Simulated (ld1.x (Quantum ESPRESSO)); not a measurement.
**helium (He): one change to a TM potential, before and after**

```json
{"Element": "helium", "Generator": "ld1.x (Quantum ESPRESSO) 7.5", "Type": "norm-conserving Troullier–Martins (Kleinman–Bylander form)", "Functional": "PBEsol", "Relativity": "scalar-relativistic", "Frozen core": "none", "Valence charge": "2", "Reference configuration": "1s2", "Partial waves": "1s (bound): rc 0.60 bohr; 2p channel at -0.1 Ry: rc 0.70 bohr", "Local potential": "all-electron potential smoothed inside 0.60 bohr (lloc = -2)", "Core correction": "none"}
```

Change: all radii scaled by about 1.05 (s 0.62, p 0.74 bohr); local potential all-electron potential smoothed inside 0.62 bohr (lloc = -2).

Cutoffs: the cutoffs (Ry, on a coarse ladder) from which the occupation-weighted sum of valence levels, in a spherical-Bessel basis at the reference potential, stays within 10 and 1 mRy of its value at 400 Ry; they do not see the model core or the augmentation charge, which bear on the density cutoff. Errors are all-electron minus pseudo energies relative to the spin-unpolarised reference configuration.

Q: What does the change do?

A: The potential gets softer (140 Ry and 200 Ry → 120 Ry and 180 Ry); neither file shows a bound ghost. A larger radius leaves more room for a smooth pseudo-wave, so fewer plane waves are needed.

| quantity | base | changed |
| --- | --- | --- |
| cutoff, loose | 140 Ry | 120 Ry |
| cutoff, tight | 200 Ry | 180 Ry |
| bound ghosts | none | none |
| error for 1s1, meV [ΔE 26.59 eV] | +4.7 | +6.1 |
| error for 1s1.5, meV [ΔE 10.39 eV] | +0.4 | +0.6 |
| s: phases at 0.80 bohr within 0.05 rad from the reference energy up to (Ry; the scan ends near 5) | to the end of the scan | to the end of the scan |
| p: phases at 0.80 bohr within 0.05 rad from the reference energy up to (Ry; the scan ends near 5) | to the end of the scan | to the end of the scan |
